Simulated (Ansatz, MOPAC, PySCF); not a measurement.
Molecule: GaCl$_{2}$, charge 1, multiplicity 1. SMILES: [Cl][Ga+][Cl]
Geometry: optimised at B3LYP-D3(BJ)/def2-TZVP (Ansatz, a first-principles code).

Quantity: vertical ionisation energy to the doublet, in eV. Conventions: non-relativistic; LANL2DZ with its own core potentials from Na on; open shells spin-unrestricted; dispersion terms only where a functional's name holds one; six Cartesian d functions in 6-31G* and its kin unless marked 5d; no spin-orbit coupling; each state is the SCF solution reached for its charge and spin. First-principles rows: single points at B3LYP-D3(BJ) geometries (Ansatz). Semi-empirical rows: differences of heats of formation at the shared geometry for vertical values. The spin state of an ion or metal species was assumed, not searched.

```csv
level,program,vertical ionisation energy to the doublet (eV)
MNDO,MOPAC,17.71
HF/6-31G*,Ansatz,17.58
PBE/6-31G*,Ansatz,17.79
B3LYP/3-21G,Ansatz,18.22
B3LYP/6-31G*,Ansatz,18.11
B3LYP/6-31G* with LANL2DZ past Ar,Ansatz,18.11
M06-2X/6-31G* with LANL2DZ past Ar (5d),PySCF,18.55
PBE/def2-TZVPD,Ansatz,17.66
```

No value to compare with is used here. The 7 habitual levels span 17.58 (HF/6-31G*) to 18.55 eV (M06-2X/6-31G* with LANL2DZ past Ar (5d)); PBE/def2-TZVPD gives 17.66.

The levels are drawn from those run, B3LYP/6-31G* more often than the rest, none by its result; runs whose electronic state is in doubt are left out.
